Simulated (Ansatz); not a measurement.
Two isomers of C2H5FSSi: A = `C[Si@H]1S[C@H]1F`, B = `FC1C[SiH2]S1`.

Isolated molecules relaxed with PBE0-D4/def2-TZVP in Ansatz; ΔE leaves out vibrations. CCSD(T)/CBS is the MP2 limit (def2-TZVPP, def2-QZVPP) plus CCSD(T) − MP2 in def2-TZVPP, frozen cores. DFT in def2-TZVPP. B3LYP here is the variant with VWN-RPA as its local correlation; programs differ in this.

Which is lower in electronic energy at CCSD(T)/CBS, and by how much? (An estimate is asked.)

Computed: B, by 3.8 kcal/mol.

Give E(B) − E(A) in kcal/mol with HF/def2-TZVPP, PBE0-D4, B3LYP-D4, ωB97M-V, r2SCAN-D4, CCSD(T)/def2-TZVPP, PBE-D4. (Best estimate.)

Ansatz gave: HF/def2-TZVPP -6.3, PBE0-D4 -3.3, B3LYP-D4 -2.6, ωB97M-V -3.7, r2SCAN-D4 -1.5, CCSD(T)/def2-TZVPP -4.3, PBE-D4 -1.7. None reverses the order clearly.

Largest T1 diagnostic: 0.013.

From PBE to PBE0 (25 % exact exchange), in def2-TZVPP and without D4, E(B) − E(A) moves by −1.7 kcal/mol. In def2-TZVPP, CCSD(T) changes the Hartree–Fock value by +2.1 kcal/mol (the triples alone add +0.5 kcal/mol) and MP2 by +2.5 kcal/mol.
